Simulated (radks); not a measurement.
Question: The lead ion Pb5+ is in [Xe] 4f14 5d9. All-electron calculation, scalar-relativistic Kohn-Sham, PBEsol, spin-polarised, spherical densities, finite nucleus; Fermi nuclear charge, rms radius of each element as measured or else 0.836 A^(1/3) + 0.57 fm. Program: a radial shooting solver on a logarithmic mesh with Libxc functionals. Open shells are filled with parallel spins first. One electron is removed from 5d, 5p, 4f, 5s in turn, with full relaxation. Which removal costs least, and what does each cost?

Answer: 5d 85.970 eV; 5p 153.90 eV; 4f 209.32 eV; 5s 213.47 eV. The 5d electron leaves first.
